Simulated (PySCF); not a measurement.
## Stationary points of LuH₄⁻

Method: PySCF, PBE0, basis Lu def2-TZVP with ECP28, H def2-TZVP (scalar-relativistic core potentials, no spin–orbit coupling, density fitting).

Relaxations began from a few typed shapes. The search is not exhaustive: other isomers or separated fragments can lie lower, and high-lying points may rest on an excited occupation.

Question: Order these stationary points by electronic energy, lowest first, in kJ/mol from the lowest minimum.
A. singlet D4h: Lu–H 2.047 Å (×4); H–Lu–H 90.0° (×4), H–Lu–H 180.0° (×2)
B. singlet Td: Lu–H 2.011 Å (×4); H–Lu–H 109.5° (×6)

Answer: B (0.0), A (124.9).

Question: Which of them are minima?

Answer: By energy in kJ/mol, 0.0: minimum; 124.9: saddle point, 1 imaginary mode.

Formally Lu is in oxidation state +3, d0. The polar-tensor charge on Lu, 1.40, is far below the formal one.

For the lowest minimum: stability towards spin polarisation was not tested. The lowest empty level of this anion is unbound, so it and the gap depend on the basis. The basis has no diffuse functions, which an anion would want.
